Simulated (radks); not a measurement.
Results of a calculation; reference values are marked as such.
Species: Dy+. Configuration: [Xe] 4f10 6s1.

Code: a radial shooting solver on a logarithmic mesh with Libxc functionals. Model: Dirac Kohn-Sham, HCTH/407, spin-unpolarised, spherical densities, finite nucleus; open shells are shared between the two j in proportion to 2j + 1; Fermi nuclear charge, rms radius 5.2218 fm.

Energy parts (eV):
| part | energy |
|---|---|
| total | -331276.71 |
| kinetic | 363263.29 |
| electron-nucleus | -816341.91 |
| Hartree | 129200.97 |
| exchange-correlation | -7399.06 |

Orbitals (lengths in bohr, moments of r in powers of bohr):
orbital     occ.  eigenvalue (eV)   <1/r>
1s1/2          2        -53583.38   74.52
2s1/2          2        -8932.746   17.86
2p1/2          2        -8500.124   17.84
2p3/2          4        -7699.973   15.62
3s1/2          2        -1994.640   6.527
3p1/2          2        -1805.293   6.445
3p3/2          4        -1638.908   5.880
3d3/2          4        -1312.693   5.764
3d5/2          6        -1276.273   5.625
4s1/2          2        -400.0258   2.729
4p1/2          2        -325.1590   2.622
4p3/2          4        -287.9181   2.428
4d3/2          4        -164.3698   2.209
4d5/2          6        -157.6086   2.160
4f5/2    4.28571         -10.7637   1.581
4f7/2    5.71429          -9.8675   1.556
5s1/2          2         -55.6976   1.026
5p1/2          2         -35.4958  0.8999
5p3/2          4         -30.7528  0.8310
5d3/2          0          -7.0439  0.4812
5d5/2          0          -6.7729  0.4647
6s1/2          1          -8.7868  0.3318
6p1/2          0          -5.8006  0.2589
6p3/2          0          -5.4594  0.2452

The highest occupied level is 6s1/2 at -8.787 eV. For comparison, the ionisation energy in NIST's Atomic Spectra Database is 11.65 eV (semi-empirical). In exact Kohn-Sham theory the highest level is minus the ionisation energy, but local and semilocal functionals leave it too shallow, through self-interaction and a potential that decays too fast; potentials with the right tail come closer. The density falls to 0.001 e/bohr^3 at r = 4.41 bohr. Summed over all electrons, <r^2> = 54.53 bohr^2, which gives a Langevin (diamagnetic) susceptibility term of -43.2 x 10^-6 cm^3/mol. The electron density at the nucleus is 7.393e+05 e/bohr^3.

Beside tabulated values, note that spin-unpolarised runs miss the spin-polarisation part of the exchange energy of open shells.
